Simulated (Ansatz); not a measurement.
Basis-set extrapolation for C$_{2}$H$_{6}$O$_{2}$Si, SMILES `[SiH3]OC1CO1` (PBE0-D4/def2-TZVP geometry, frozen core, the Gaussian-basis code of Ansatz). Multiplicity 1, RHF reference.

```
                      def2-TZVPP   def2-QZVPP
                 HF  -517.979042  -517.999047
    MP2 correlation    -0.923498    -0.991699
CCSD(T) correlation    -0.995516      not run
```

Energies in hartree. Use E(X) = E(∞) + A·exp(−7.88·√X) for Hartree–Fock and E(X) = E(∞) + B·X^(−2.97) for correlation, with X = 3 and 4, and add CCSD(T) minus MP2 of the smaller set to the MP2 limit.

Problem. What is the CCSD(T) energy at the basis-set limit?

Solution. HF limit: -517.999047 + (-0.020005) × 0.13774 = -518.00180. MP2 limit: -0.991699 + (-0.068201) × 0.74074 = -1.04222. Higher-order term: -0.995516 − (-0.923498) = -0.07202. Total: -519.11604 hartree, 371.5 kJ/mol below CCSD(T)/def2-TZVPP.
